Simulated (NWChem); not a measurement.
System: C$_{3}$H$_{6}$Cl, doublet; SMILES C[C](C)Cl

Here is an NWChem input.

```
start job
memory heap 200 mb stack 900 mb global 1100 mb
geometry units angstroms noautosym nocenter noautoz
  C      0.018593     1.066942    -1.307119
  C     -0.153503     0.385867     0.000000
  C      0.018593     1.066942     1.307119
  Cl     0.099193    -1.329864     0.000000
  H      1.086310     1.151200    -1.594935
  H     -0.391810     2.087753    -1.264121
  H     -0.489669     0.518259    -2.114509
  H     -0.489669     0.518259     2.114509
  H      1.086310     1.151200     1.594935
  H     -0.391810     2.087753     1.264121
end
basis spherical
  C library 6-31g*
  Cl library 6-31g*
  H library 6-31g*
end
dft
  odft
  mult 2
  xc b3lyp
  iterations 150
end
property
  efieldgrad
end
task dft property
```

In the optimisation the excess spin sits in a' (Cs, its own frame). The geometry was optimised at PBE0/def2-SVP, spin-unrestricted. No stability test was run on the SCF state.

Vzz is the largest principal value of the second derivative of the potential at the nucleus (NWChem prints the opposite sign); η is the asymmetry. Non-relativistic.

Atoms are numbered as in the input.

Question: Give the results of this calculation. (B3LYP/6-31G* (spherical d), spin-unrestricted.) Quantities: Vzz Cl4 (a.u.); η Cl4.

Answer: The vzz Cl4 (a.u.) is 3.209 and the η Cl4 comes out as 0.19.
